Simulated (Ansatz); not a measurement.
H4I2N2Zr, SMILES `[NH2][Zr]([NH2])([I])[I]`. Charge 0, multiplicity 1. Zr, I: def2 effective core potential. All single points use the PBE0-D4/def2-TZVP geometry. It is one conformer, not always the lowest.

```xyz
9

N     0.913    1.245    0.690
Zr   -0.404   -0.236    0.410
N    -0.150   -0.809   -1.486
I    -2.926    0.761    0.767
I     0.214   -2.287    2.111
H     1.024    1.744    1.563
H     1.562    1.614    0.009
H    -0.683   -0.465   -2.275
H     0.450   -1.566   -1.790
```

(1) What is the dipole moment at r2SCAN/def2-TZVPP? (Best estimate.)

(2) And with PBE, B3LYP, ωB97M-V? (Best estimate.)

(3) Give the Mulliken charges with r2SCAN, B3LYP, PBE in def2-TZVPP. (An estimate is asked.)

## Answers

(1) Computed: 3.53 D, with components (2.21, 1.18, -2.49) D in this frame, pointing from negative to positive charge.

(2) Computed: PBE 3.44 D, B3LYP 3.46 D, ωB97M-V 3.60 D.

(3) Ansatz gave: 
| atom | r2SCAN | B3LYP | PBE |
| --- | --- | --- | --- |
| N1 | -0.55 | -0.50 | -0.47 |
| Zr2 | 0.91 | 0.91 | 0.77 |
| N3 | -0.57 | -0.52 | -0.49 |
| I4 | -0.23 | -0.23 | -0.21 |
| I5 | -0.23 | -0.23 | -0.21 |
| H6 | 0.16 | 0.14 | 0.15 |
| H7 | 0.17 | 0.15 | 0.16 |
| H8 | 0.17 | 0.15 | 0.16 |
| H9 | 0.17 | 0.15 | 0.16 |

B3LYP here is the variant with VWN-RPA as its local correlation; programs differ in this.
